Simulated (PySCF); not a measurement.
Vertical excitations of a molecule CH5ClO2Si from PySCF with TDA-PBE/def2-SVPD, as energy in eV (oscillator strength): 6.68 (0.014), 7.07 (0.010), 7.08 (0.002), 7.27 (0.016), 7.38 (0.049), 7.53 (0.008), 7.59 (0.017), 7.70 (0.005), 7.72 (0.020), 7.80 (0.051). Lowest triplet (TDA): 6.53 eV. Coordinates come from a B3LYP-D3(BJ)/def2-SVP optimisation. Other conformers were not sampled.

Task: Which structure fits?
A) C[Si](O)(O)Cl
B) CO[SiH](O)Cl
C) OC[Si@@H](O)Cl

Result: B, CO[SiH](O)Cl
